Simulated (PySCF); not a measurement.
# Ni: electron affinity

Ni⁻ [Ar] 3d9 4s2 (2D) → Ni [Ar] 3d8 4s2 (3F), as a difference of total energies. Calculation: PySCF 2.14, in aug-cc-pwCVTZ (10s9p7d4f3g, 127 functions); the non-relativistic Hamiltonian (point nucleus). Correlated levels: valence: [Ar] frozen; valence and next inner shell: [Ne] frozen; nothing frozen. The calculations carry no spin-orbit coupling.

```
                                method  electron affinity (eV)  plus first-order spin-orbit estimate  difference from reference of that sum (eV)
                                   UHF                  -1.454                                -1.507                                      -2.664
                                   LDA                   2.634                                 2.581                                      +1.424
                                   PBE                   2.087                                 2.034                                      +0.877
                                  PBE0                   1.335                                 1.282                                      +0.125
                                r2SCAN                   1.300                                 1.246                                      +0.089
                                 TPSSh                   1.463                                 1.409                                      +0.252
                                  MN15                   2.687                                 2.634                                      +1.477
                               r2SCAN0                   0.803                                 0.750                                      -0.407
                         MP2 (valence)                   1.570                                 1.517                                      +0.360
                     SCS-MP2 (valence)                   1.268                                 1.215                                      +0.058
    MP2 (valence and next inner shell)                   2.192                                 2.139                                      +0.982
SCS-MP2 (valence and next inner shell)                   1.731                                 1.678                                      +0.521
                   MP2 (all electrons)                   2.211                                 2.158                                      +1.001
               SCS-MP2 (all electrons)                   1.741                                 1.688                                      +0.531
```

Reference: 1.157 eV (measured; photodetachment measurements, as compiled on the Wikipedia data page of electron affinities).

A first-order spin-orbit estimate (lowest level to lowest level, LS coupling) adds -0.053 eV.

These non-relativistic numbers lack the scalar-relativistic shift.

Errors of the correlated levels include the incompleteness of this basis and the frozen core.

A negative affinity means that the anion lies above the atom at that level of theory.

In the anion the highest occupied orbital energy is positive at LDA, PBE, PBE0, r2SCAN, TPSSh, r2SCAN0, a self-interaction effect; the basis confines that electron, and the energy difference can still be sensible.
